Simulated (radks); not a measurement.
Results of a calculation; reference values are marked as such.
Problem. Neutral chlorine, 17 electrons, occupied as [Ne] 3s2 3p5. Code: a radial shooting solver on a logarithmic mesh with Libxc functionals. Model: non-relativistic Kohn-Sham, r2SCAN, spin-polarised, spherical densities, point nucleus; open shells are filled with parallel spins first; meta-GGA in the generalised Kohn-Sham scheme; hard spherical wall at 2 bohr. Some entries of the table are withheld. Estimate them.

orbital,occ.,eigenvalue (eV),r(max) (bohr),<r> (bohr)
1s up,1,-2693.076,0.05995,0.09149
1s down,1,-2692.500,0.05994,0.09147
2s up,1,-206.0030,0.3655,0.4518
2s down,1,-205.7403,0.3658,0.4518
2p up,3,-143.6429,0.3061,0.4172
2p down,3,-143.0582,0.3066,0.4174
3s up,1,23.3960,1.177,1.144
3s down,1,25.2951,1.178,1.145
3p up,3,(1),(2),1.142
3p down,2,(3),(4),1.142
3d up,0,65.1031,1.158,1.133
3d down,0,66.8892,1.156,1.130
4s up,0,189.9336,1.586,(5)
4s down,0,191.9709,1.586,(6)
4p up,0,199.3380,1.586,1.111
4p down,0,201.2504,1.586,1.107

Solution. 
(1) 3p up eigenvalue (eV): 41.3248
(2) 3p up r(max) (bohr): 1.198
(3) 3p down eigenvalue (eV): 43.2576
(4) 3p down r(max) (bohr): 1.199
(5) 4s up <r> (bohr): 1.149
(6) 4s down <r> (bohr): 1.146
